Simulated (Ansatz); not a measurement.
Input file for BClH$_{2}$SSi, SMILES `ClB1[SiH2]S1`:

```yaml
crystal:
  periodic: [false, false, false]
  atoms:
    - {symbol: Cl, position_ang: [-0.167233, -2.680102, 0.669741]}
    - {symbol: B, position_ang: [-0.268028, -1.043812, 0.142332]}
    - {symbol: Si, position_ang: [0.398216, 0.758577, -0.018798]}
    - {symbol: S, position_ang: [-1.457604, -0.105637, -0.771271]}
    - {symbol: H, position_ang: [1.332973, 1.201457, -1.079529]}
    - {symbol: H, position_ang: [0.203776, 1.805618, 1.011223]}
basis:
  gaussian: {orbitals: def2-TZVPP}
correlation: {method: ccsd_t}
output: {orbitals: {seedname: orbitals}}
```

```sh
$ ansatz run in.yaml --threads 2 --pin off --events-out ev --progress --plain --max-ram 4352MiB
```

Log, shortened:

```
Functional definition: HF
1083 factors; integrals over basis functions are off by at most 7.7e-4 eV
mean field evaluation 1: about -31887.5316 eV, gradient 1.6e1 eV
mean field evaluation 2: about -31887.8169 eV, gradient 1.7e1 eV
mean field evaluation 4: about -31889.1158 eV, gradient 3.2e0 eV
mean field evaluation 8: about -31889.1555 eV, gradient 2.2e-1 eV
mean field -31889.15586014 eV, -1171.9048626141 hartree, gradient 3.8e-6 eV, S^2 0.000000; 0 other end points of the search recorded, 0 dependent functions left out
16 core orbitals not correlated: weight in the atoms' cores, before any rotation towards them, 1.000 or more for the frozen orbitals, at most 0.000 for the correlated occupied ones
reference -31889.15586014 eV, -1171.9048626141 hartree; 11, 11 occupied and 158, 158 virtual orbitals, 1083 factors
second order -15.63019713 eV of doubles, -0.00000000 eV of singles
cycle   1  -16.32666491 eV  change   -7.0e-1 eV  update   1.0e-1
cycle   2  -16.76333574 eV  change   -4.4e-1 eV  update   3.0e-2
cycle   3  -16.86514190 eV  change   -1.0e-1 eV  update   1.7e-2
cycle   4  -16.85326413 eV  change    1.2e-2 eV  update   5.3e-3
cycle   5  -16.85189042 eV  change    1.4e-3 eV  update   2.4e-3
cycle   6  -16.85204410 eV  change   -1.5e-4 eV  update   7.5e-4
cycle   7  -16.85193985 eV  change    1.0e-4 eV  update   2.9e-4
cycle   8  -16.85205076 eV  change   -1.1e-4 eV  update   1.0e-4
cycle   9  -16.85207055 eV  change   -2.0e-5 eV  update   4.2e-5
cycle  10  -16.85204596 eV  change    2.5e-5 eV  update   1.4e-5
perturbative correction -0.86797005 eV, -0.0318973111 hartree
Total energy: -31906.87587616 eV, -1172.5560611916 hartree
```

It took 40 s on 2 threads of an Arm Neoverse V1 on a shared host, with 1.6 GiB of host memory at the peak.

The correlation energy is -17.720 eV, 4.9 % of it from (T); the T1 diagnostic reads 0.0151.
